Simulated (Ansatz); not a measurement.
Relaxation of ClF2H3HfO (8 atoms, charge 0, multiplicity 1), to a largest force component of 0.03 eV/Å in at most 50 steps.

Theory: RKS BLYP-D4/def2-SVP in Ansatz.

```xyz
8
Properties=species:S:1:pos:R:3:forces:R:3
Hf -0.045 0.567 -0.471 0.11 -0.18 0.40
O 0.590 -0.149 2.638 -0.17 0.49 -0.56
H -0.243 -0.555 2.955 0.00 0.04 0.00
F 1.730 -0.100 -0.729 0.00 0.00 0.00
Cl -0.706 1.835 -2.349 0.00 0.00 -0.01
F -1.389 -0.734 -0.049 -0.02 -0.01 0.00
H -0.026 1.781 0.929 -0.03 0.15 -0.04
H 0.339 0.800 2.473 0.11 -0.50 0.21
```

Question: Where does it end, and by what steps?

Answer: It converged. The force dipped under the threshold on the way, but the program's further checks kept it going. After 22 steps the energy has fallen by 0.538 eV; H8 moved furthest, 0.64 Å. Joined: Hf1–O2 (3.25 → 2.37 Å).

```
step  energy less start (eV)  largest force component (eV/Å)  accepted
   0                  0.0000                           0.555       yes
   1                 -0.1046                           1.181       yes
   2                 -0.2545                           1.459       yes
   3                 -0.4389                           1.212       yes
   4                 -0.4982                           0.335       yes
   5                 -0.4923                           0.777        no
   6                 -0.5234                           0.083       yes
   7                 -0.5306                           0.184       yes
   8                 -0.5337                           0.069       yes
   9                 -0.5348                           0.081       yes
  10                 -0.5350                           0.145       yes
  11                 -0.5360                           0.041       yes
  12                 -0.5364                           0.053       yes
  13                 -0.5369                           0.071       yes
  14                 -0.5371                           0.073       yes
  15                 -0.5375                           0.005       yes
  16                 -0.5376                           0.041       yes
  17                 -0.5377                           0.043       yes
  18                 -0.5378                           0.048       yes
  19                 -0.5379                           0.047       yes
  20                 -0.5379                           0.065       yes
  21                 -0.5379                           0.061        no
  22                 -0.5381                           0.015       yes
```

```xyz
8
Properties=species:S:1:pos:R:3
Hf -0.034 0.582 -0.174
O 0.370 -0.147 2.049
H -0.429 -0.499 2.492
F 1.823 0.107 -0.386
Cl -0.665 1.463 -2.287
F -1.464 -0.670 0.229
H -0.169 2.174 0.780
H 0.819 0.435 2.694
```

The run took 71 s on 2 threads of Arm Neoverse V1 (shared host), peak memory 0.21 GiB.
